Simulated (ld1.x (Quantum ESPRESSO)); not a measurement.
**Cutoff test, chlorine, TM**

| Item | Value |
| --- | --- |
| Element | Cl |
| Generator | ld1.x (Quantum ESPRESSO) 7.5 |
| Type | norm-conserving Troullier–Martins (Kleinman–Bylander form) |
| Functional | PBEsol |
| Relativity | non-relativistic |
| Frozen core | [Ne] |
| Valence charge | 7 |
| Reference configuration | 3s2 3p5 |
| Partial waves | 3p (bound): rc 1.60 bohr; 3d channel at 0.35 Ry: rc 1.65 bohr; 3s (bound): rc 1.15 bohr |
| Local potential | the s channel |
| Core correction | none |

The pseudo-atom Hamiltonian at the reference potential is diagonalised in spherical Bessel functions j_l(qr) that vanish at 20 bohr, with q² up to the cutoff. All-electron valence levels (Ry): 3p -0.6303, 3s -1.5034.

Task: How do the lowest levels (Ry) of each channel move with the cutoff, and are there ghosts?

Result:

```tsv
cutoff (Ry)	p #1	d #1	s #1	f #1	f #2	Σ f·Δε (mRy)
8	-0.5716	0.0753	-1.2977	0.1192	0.2560	705.2
12	-0.6210	0.0752	-1.3867	0.1192	0.2560	280.1
18	-0.6283	0.0751	-1.4684	0.1192	0.2560	80.0
25	-0.6288	0.0751	-1.4903	0.1192	0.2560	34.0
35	-0.6300	0.0751	-1.4931	0.1192	0.2560	22.1
45	-0.6303	0.0750	-1.4959	0.1192	0.2560	15.2
55	-0.6303	0.0750	-1.5003	0.1192	0.2560	6.5
70	-0.6303	0.0750	-1.5026	0.1192	0.2560	1.7
90	-0.6303	0.0750	-1.5028	0.1192	0.2560	1.2
110	-0.6303	0.0750	-1.5031	0.1192	0.2560	0.7
140	-0.6303	0.0750	-1.5033	0.1192	0.2560	0.1
400	-0.6303	0.0750	-1.5034	0.1192	0.2560	0.0
```

Result: no extra level below or beside the all-electron valence levels (p, d, s, f tested); 10 mRy is reached at 50 Ry and 1 mRy at 110 Ry.
